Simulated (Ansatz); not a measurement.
Program: Ansatz. Geometries: PBE0-D4/def2-TZVP. ΔE: electronic, gas phase. CCSD(T)/CBS adds triple-zeta CCSD(T) − MP2 to the extrapolated MP2 energy (def2 sets, frozen cores). This one scheme is used for every species. Functionals use def2-TZVPP. B3LYP here is the variant with VWN-RPA as its local correlation; programs differ in this. One conformer a species, not always the lowest.

`BOCO[SiH3]` + `CCS` → `CCS[SiH3]` + `BOCO`  (ligand exchange at the Si–O bond)

| level | ΔE (kJ/mol) | difference from CCSD(T)/CBS |
| --- | --- | --- |
| revPBE-D4 | 13.3 | -14.2 |
| r2SCAN-D4 | 23.7 | -3.8 |
| B97M-V | 26.7 | -0.8 |
| PBE0-D4 | 17.3 | -10.2 |
| B3LYP-D4 | 30.3 | 2.8 |
| CAM-B3LYP-D4 | 35.9 | 8.4 |
| B2PLYP | 31.4 | 3.9 |
| r2SCAN | 23.8 | -3.7 |
| LC-ωPBE | 24.3 | -3.2 |
| RPA@PBE/def2-TZVPP | 33.7 | 6.2 |
| MP2/def2-SVP | 28.1 | 0.6 |
| CCSD(T)/def2-SVP | 29.3 | 1.8 |
| MP2/def2-TZVPP | 27.9 | 0.4 |
| MP2/def2-QZVPP | 27.0 | -0.5 |
| SCS-MP2/def2-QZVPP | 32.1 | 4.6 |
| CCSD/CBS(def2) | 30.3 | 2.8 |
| CCSD(T)/CBS | 27.5 | 0 |

Largest T1 diagnostic among the species: 0.013.

In def2-TZVPP, CCSD(T) changes the Hartree–Fock value by −13.7 kJ/mol (the triples alone add −2.9 kJ/mol) and MP2 by −15.8 kJ/mol. Leaving LDA and LC-ωPBE aside and taking each functional with its dispersion term where it has one, the values spread over 22.5 kJ/mol, from revPBE-D4 to CAM-B3LYP-D4. LDA lies +4.0 kJ/mol from PBE without D4.
